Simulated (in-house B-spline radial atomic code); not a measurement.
A run on an ion of nuclear charge 63 with 63.1 electrons that did not converge. Method: scalar-relativistic (X2C) SCAN, spin-polarised, spherical fractional occupations, Fermi nucleus of rms radius 5.1115 fm; computed with a B-spline radial code for spherical atoms.

Command:
```bash
python run_scf.py task.json out
```
Settings (nuclear radius in fm, mass in u):
```
Z                63
configuration    [Xe] 4f7.1 6s2
hamiltonian      x2c
method           scan,scan
spin_polarised   True
nucleus          fermi
rms_radius       5.1115
atomic_mass      152.92124
speed_of_light   137.035999084
```

First and last ten iterations of the last attempt (damped for 15 steps, keeping 80 % of the old Fock matrix, then DIIS):
```
 iter        energy (Eh)    residual
    1      -10844.329721    2.82e-01
    2      -10844.347228    2.71e-03
    3      -10844.347364    2.01e-03
    4      -10844.347404    1.71e-03
    5      -10844.347424    1.46e-03
    6      -10844.347437    1.26e-03
    7      -10844.347447    1.08e-03
    8      -10844.347454    9.34e-04
    9      -10844.347460    8.06e-04
   10      -10844.347464    6.96e-04
  111      -10844.347496    1.77e-06
  112      -10844.347496    4.58e-06
  113      -10844.347495    4.73e-06
  114      -10844.347496    3.41e-06
  115      -10844.347496    3.38e-06
  116      -10844.347496    3.25e-06
  117      -10844.347496    3.38e-06
  118      -10844.347495    5.16e-06
  119      -10844.347494    7.72e-06
  120      -10844.347494    7.50e-06
 not converged after 120 iterations
```

The smallest residual met was 1.7e-06; the threshold is about 6e-07. Over the last five steps the energy moves by less than 4e-06 hartree, but the orbitals didn't meet the threshold. The likely cause: this method binds the added charge weakly or not at all at the basis-set limit, so charge moves back and forth between the atom and the box. Run time, properties included: 12 s on 1 thread of Arm Neoverse N1 (shared host).
